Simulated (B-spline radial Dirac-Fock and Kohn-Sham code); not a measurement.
**Auger parameter of hafnium: the M5 level and its strongest M5-NN line**

Model: Dirac-Fock energy differences between relaxed states, corrected for Breit and QED terms. Program: a radial finite-basis atomic code. The modified Auger parameter α′ is the binding energy plus the kinetic energy of the Auger electron; it does not depend on the energy zero. For free ions it tends to fall with charge, since less charge screens the final holes.

| species | configuration | binding 3d5/2 (eV) | Auger line | kinetic (eV) | α′ (eV) |
| --- | --- | --- | --- | --- | --- |
| Hf | [Xe] 4f14 5d2 6s2 | 1668.4 | N5N5 J=4 | 1204.7 | 2873.0 |
| Hf | [Xe] 4f14 5d2 6s1 6p1 | 1669.8 | N5N5 J=4 | 1203.3 | 2873.1 |
| Hf | [Xe] 4f14 5d3 6s1 | 1665.9 | N5N5 J=4 | 1208.0 | 2873.9 |
| Hf⁺ | [Xe] 4f14 5d1 6s2 | 1679.2 | N5N5 J=4 | 1191.8 | 2871.0 |
| Hf⁺ | [Xe] 4f14 5d2 6s1 | 1676.0 | N5N5 J=4 | 1195.6 | 2871.6 |
| Hf⁺ | [Xe] 4f14 5d3 | 1673.3 | N5N5 J=4 | 1199.1 | 2872.4 |
| Hf⁺ (Watson 1.6 Å) | [Xe] 4f14 5d1 6s2 | 1671.5 | N5N5 J=4 | 1200.2 | 2871.6 |
| Hf²⁺ | [Xe] 4f14 5d2 | 1684.8 | N5N5 J=4 | 1185.6 | 2870.4 |
| Hf²⁺ (Watson 2 Å) | [Xe] 4f14 5d2 | 1670.6 | N5N5 J=4 | 1199.9 | 2870.5 |
| Hf²⁺ (Watson 3 Å) | [Xe] 4f14 5d2 | 1675.2 | N5N5 J=4 | 1195.2 | 2870.4 |
| Hf³⁺ | [Xe] 4f14 5d1 | 1698.1 | N5N5 J=4 | 1170.8 | 2868.9 |
| Hf³⁺ (Watson 1.8 Å) | [Xe] 4f14 5d1 | 1674.3 | N5N5 J=4 | 1194.7 | 2869.0 |
| Hf⁴⁺ | [Xe] 4f14 | 1712.8 | N5N5 J=4 | 1155.0 | 2867.8 |
| Hf⁴⁺ (Watson 1.8 Å) | [Xe] 4f14 | 1680.8 | N5N5 J=4 | 1186.9 | 2867.8 |
| Hf⁴⁺ (Watson 2.7 Å) | [Xe] 4f14 | 1691.5 | N5N5 J=4 | 1176.3 | 2867.8 |
| Hf⁵⁺ | [Xe] 4f13 | 1741.1 | N5N5 J=4 | 1129.9 | 2871.0 |
| Hf⁶⁺ | [Kr] 4d10 4f13 5s2 5p5 | 1761.4 | N5N5 J=4 | 1109.3 | 2870.6 |
| Hf⁷⁺ | [Kr] 4d10 4f13 5s2 5p4 | 1782.4 | N5N5 J=4 | 1088.1 | 2870.4 |

Values without a named source are computed, but for edge energies of neutral atoms, which are taken from tables.
